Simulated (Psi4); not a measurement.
Level of theory: Psi4 with SAPT0/jun-cc-pVDZ, frozen core.

Psi4 input:

```
molecule {
0 1
Cl -0.86240978 1.51715552 0.00025446
B 0.00017934 0.00000257 0.00019631
Cl -0.88316666 -1.50514517 -0.00086242
Cl 1.74539710 -0.01201293 0.00041165
--
0 1
Si 0.71355519 -0.95623965 -3.54803051
O -0.01028621 0.04992847 -2.45508126
H -0.21624496 -1.33699342 -4.64038732
H 1.11267973 -2.15670480 -2.78805782
H 1.90950900 -0.32736504 -4.16199298
H -0.34412714 0.89657880 -2.76011285
units angstrom
symmetry c1
no_reorient
no_com
}
set basis jun-cc-pvdz
set scf_type df
set freeze_core true
energy('sapt0')
```

Part of the output:

```
    SAPT Results
  --------------------------------------------------------------------------------------------------------
    Electrostatics                -22.60580824 [mEh]     -14.18535883 [kcal/mol]     -59.35154136 [kJ/mol]
      Elst10,r                    -22.60580824 [mEh]     -14.18535883 [kcal/mol]     -59.35154136 [kJ/mol]

    Exchange                       33.00520895 [mEh]      20.71108130 [kcal/mol]      86.65516415 [kJ/mol]
      Exch10                       33.00520895 [mEh]      20.71108130 [kcal/mol]      86.65516415 [kJ/mol]
      Exch10(S^2)                  32.62250767 [mEh]      20.47093262 [kcal/mol]      85.65038209 [kJ/mol]

    Induction                      -6.38249931 [mEh]      -4.00507878 [kcal/mol]     -16.75724963 [kJ/mol]
      Ind20,r                     -16.94843430 [mEh]     -10.63530309 [kcal/mol]     -44.49810812 [kJ/mol]
      Exch-Ind20,r                 13.28567473 [mEh]       8.33688676 [kcal/mol]      34.88153420 [kJ/mol]
      delta HF,r (2)               -2.71973974 [mEh]      -1.70666246 [kcal/mol]      -7.14067571 [kJ/mol]

    Dispersion                     -8.83971938 [mEh]      -5.54700766 [kcal/mol]     -23.20868004 [kJ/mol]
      Disp20                      -11.08097190 [mEh]      -6.95341485 [kcal/mol]     -29.09308772 [kJ/mol]
      Exch-Disp20                   2.24125252 [mEh]       1.40640719 [kcal/mol]       5.88440768 [kJ/mol]
      Disp20 (SS)                  -5.54048595 [mEh]      -3.47670742 [kcal/mol]     -14.54654386 [kJ/mol]
      Disp20 (OS)                  -5.54048595 [mEh]      -3.47670742 [kcal/mol]     -14.54654386 [kJ/mol]
      Exch-Disp20 (SS)              1.23045050 [mEh]       0.77211934 [kcal/mol]       3.23054733 [kJ/mol]
      Exch-Disp20 (OS)              1.01080202 [mEh]       0.63428785 [kcal/mol]       2.65386035 [kJ/mol]

  Total HF                          4.01690139 [mEh]       2.52064368 [kcal/mol]      10.54637315 [kJ/mol]
  Total SAPT0                      -4.82281799 [mEh]      -3.02636398 [kcal/mol]     -12.66230688 [kJ/mol]
```
